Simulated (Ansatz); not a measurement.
Born–Oppenheimer molecular dynamics of BrClF₃HZr (7 atoms, charge 0, multiplicity 1). It starts at the highest image of a converged band. Of that band: Beside the main top the profile has a ripple of under 15 meV (maxima at images 3, 6), which may be a very shallow well or noise. A vibrational analysis at the climbing image gives one clearly imaginary mode, 251i cm⁻¹: a first-order saddle point.

All numbers below come from RKS B3LYP-D4/def2-SVP in Ansatz 0.2.0.

```yaml
ensemble: NVE (velocity Verlet)
time_step: 0.5 fs
steps_asked: 200
starting_velocities_drawn_for: 300 K
seed: 2616
```

First frame:

```xyz
7
Properties=species:S:1:pos:R:3
Zr -0.327 0.000 0.007
Cl 0.043 0.000 2.611
F 1.571 0.000 -0.059
F -0.708 1.555 -0.997
F -0.708 -1.555 -0.997
Br -2.831 0.000 1.256
H -1.474 0.000 2.357
```

Task: How far do the bonds stretch over the last three quarters of this one trajectory? (Pairs bonded in most of those frames.)

Result: 
```
   bond  mean (Å)  spread (Å)  shortest  longest
Zr1–Cl2     2.441       0.095      2.34     2.62
 Zr1–F3     1.904       0.027      1.85     1.94
 Zr1–F4     1.908       0.017      1.88     1.94
 Zr1–F5     1.896       0.006      1.89     1.91
Zr1–Br6     3.093       0.153      2.87     3.39
 Br6–H7     1.465       0.045      1.39     1.56
```

Mean temperature of the second half: 661 K. The conserved energy stayed within 0.028 meV per atom of its start (net change -0.027 meV per atom), so the integration is sound. The kinetic energy rose, since the run started high on the potential surface and went downhill. A run of 0.1 ps of so small a system gives no equilibrium averages. The orbitals stay closed-shell, which can raise the energy where a bond breaks towards radicals; this wasn't checked here.

Time of the run: 9.1 min on 4 threads of Arm Neoverse V2, on a shared host, peak memory 0.37 GiB.
